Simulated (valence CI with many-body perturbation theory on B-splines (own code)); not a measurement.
**La⁷⁺: calculated level list**

Level of theory: valence CI with perturbative core correlation (CI+MBPT): four valence electrons over a frozen Dirac-Fock core [Kr] 4d10, a basis of 7 s, 7 p, 7 d, 7 f, 4 g, 2 h functions for each j, with the one-electron correlation potential Σ1, the two-electron term Σ2, the three-electron term Σ3, Breit, model QED; selected CI, second order for the rest, scaled by the run's own slope (own B-spline code, finite nucleus).

No measured spectrum was set against this ion. As an estimate, levels hold to about 250 cm⁻¹ or 0.2 % of their energy and the worst to 1 %, as in measured heavy ions of charge 2 to 7; those with d or f electrons hold less well. Among the levels kept, up to 410 cm⁻¹ of a level comes from second order outside the variational space, and about a tenth of that is noise between levels of different J, which matters for small intervals.

Levels 91 to 135 of 228, with energies above the lowest level, 5s2 5p2 3P_0. "Leading %" is the weight of the configuration and term that name the level; weights of strongly mixed levels are sums over their largest components and can fall short. In the jj column 3d3/2^4 stands for four electrons in 3d with j = 3/2. Lifetimes count E1, E2, E3, M1 and M2 decay at the calculated energies, and are blank where another channel may lead or the interval is too uncertain; long ones can be off by a factor of two.

```csv
No.,Configuration,Term,J,E (cm⁻¹),Leading %,Lifetime,g,Leading jj
91,4f2 5s2,1S,0,300120,94,1.79 μs,,4f7/2^2 5s^2 (60 %)
92,4f 5s 5p2,3D°,3,300670,42,96.8 ps,1.162,4f7/2 5s 5p3/2^2 (42 %)
93,4f 5s 5p2,3F°,2,303100,29,83.4 ps,1.068,4f5/2 5s 5p1/2 5p3/2 (42 %)
94,4f 5s 5p2,3F°,4,303740,39,86.2 ps,1.132,4f7/2 5s 5p1/2 5p3/2 (57 %)
95,4f 5s 5p2,3G°,3,304130,39,78.2 ps,0.967,4f5/2 5s 5p1/2 5p3/2 (38 %)
96,4f 5s 5p2,3P°,1,304780,58,110 ps,1.367,4f5/2 5s 5p1/2 5p3/2 (34 %)
97,4f 5s 5p2,3P°,0,305650,73,165 ps,,4f5/2 5s 5p3/2^2 (47 %)
98,4f 5s 5p2,3D°,3,306890,38,61.1 ps,1.163,4f7/2 5s 5p1/2 5p3/2 (60 %)
99,4f 5s 5p2,3P°,2,307320,26,127 ps,1.124,4f7/2 5s 5p3/2^2 (46 %)
100,4f 5s 5p2,1P°,1,312330,54,90.3 ps,0.966,4f7/2 5s 5p3/2^2 (36 %)
101,4f 5s 5p2,3F°,2,325790,42,64.6 ps,0.906,4f5/2 5s 5p3/2^2 (73 %)
102,4f 5s 5p2,3G°,4,325950,49,77.2 ps,1.122,4f7/2 5s 5p3/2^2 (42 %)
103,4f 5s 5p2,3G°,5,326030,86,59.6 ps,1.182,4f7/2 5s 5p3/2^2 (78 %)
104,4f 5s 5p2,3F°,3,326730,57,90.4 ps,1.077,4f5/2 5s 5p3/2^2 (55 %)
105,4f 5s 5p2,3D°,1,327560,78,56.0 ps,0.594,4f5/2 5s 5p3/2^2 (80 %)
106,4f 5s 5p2,3F°,3,329780,28,61.5 ps,1.081,4f5/2 5s 5p3/2^2 (41 %)
107,5p4,3P,2,330120,55,208 ps,1.381,5p1/2^2 5p3/2^2 (72 %)
108,4f 5s 5p2,1G°,4,330370,64,70.3 ps,1.061,4f7/2 5s 5p3/2^2 (38 %)
109,4f 5s 5p2,1D°,2,330470,44,52.4 ps,1.064,4f7/2 5s 5p3/2^2 (56 %)
110,4f 5s 5p2,3F°,2,333180,80,58.9 ps,0.715,4f5/2 5s 5p3/2^2 (58 %)
111,4f 5s 5p2,3F°,4,334760,83,51.4 ps,1.229,4f7/2 5s 5p3/2^2 (68 %)
112,4f 5s 5p2,1F°,3,335880,46,78.2 ps,1.040,4f7/2 5s 5p3/2^2 (52 %)
113,4f 5s 5p2,1F°,3,344530,73,41.0 ps,1.011,4f7/2 5s 5p3/2^2 (36 %)
114,5p4,3P,0,346480,52,161 ps,,5p1/2^2 5p3/2^2 (63 %)
115,5s2 5p 6s,3P°,0,348810,96,39.5 ps,,5s^2 5p1/2 6s (96 %)
116,5s 5p2 5d,5F,1,348830,66,683 ps,0.411,5s 5p1/2^2 5d3/2 (56 %)
117,5s2 5p 6s,3P°,1,350180,70,31.4 ps,1.368,5s^2 5p1/2 6s (95 %)
118,5s 5p2 5d,5F,2,352340,70,570 ps,1.102,5s 5p1/2^2 5d3/2 (37 %)
119,5p4,3P,1,352420,56,209 ps,1.213,5p1/2 5p3/2^3 (56 %)
120,4f 5s2 5d,3G°,3,354820,66,48.2 ps,0.745,4f5/2 5s^2 5d3/2 (54 %)
121,4f 5s2 5d,1G°,4,355240,61,40.2 ps,1.016,4f7/2 5s^2 5d3/2 (37 %)
122,4f 5s2 5d,3F°,2,356020,67,40.2 ps,0.699,4f5/2 5s^2 5d3/2 (66 %)
123,4f 5s2 5d,3G°,4,356480,49,47.9 ps,0.975,4f7/2 5s^2 5d3/2 (36 %)
124,4f2 5s 5p,5I°,4,356810,34,111 ps,0.798,4f5/2^2 5s 5p1/2 (53 %)
125,5p4,1D,2,357230,51,281 ps,1.113,5p1/2 5p3/2^3 (65 %)
126,5s 5p2 5d,5F,3,357920,63,383 ps,1.330,5s 5p1/2^2 5d5/2 (45 %)
127,4f 5s2 5d,3F°,3,357970,74,42.1 ps,1.084,4f7/2 5s^2 5d3/2 (43 %)
128,4f 5s2 5d,3G°,5,358770,47,52.8 ps,1.148,4f7/2 5s^2 5d3/2 (36 %)
129,4f2 5s 5p,5I°,5,359440,35,112 ps,1.006,4f5/2 4f7/2 5s 5p1/2 (37 %)
130,4f 5s2 5d,3F°,4,360000,66,47.5 ps,1.213,4f7/2 5s^2 5d5/2 (74 %)
131,4f 5s2 5d,1D°,2,361460,49,55.0 ps,0.922,4f5/2 5s^2 5d5/2 (33 %)
132,4f2 5s 5p,5I°,4,361690,36,68.5 ps,0.775,4f5/2 5s^2 5d5/2 (26 %)
133,4f 5s2 5d,3D°,1,362100,66,45.1 ps,0.494,4f5/2 5s^2 5d3/2 (38 %)
134,4f 5s2 5d,3H°,6,362420,64,61.9 ps,1.185,4f7/2 5s^2 5d5/2 (64 %)
135,4f 5s2 5d,3G°,5,362830,28,70.5 ps,1.067,4f5/2 4f7/2 5s 5p1/2 (27 %)
```

Names give the largest LS component (configuration and term), which can be under half, so a name can repeat, a term be missing and a line seem to break the LS rules; names also repeat where a configuration has a term twice.

Where two levels of one J and parity lie close, their mixing, g and order are uncertain.
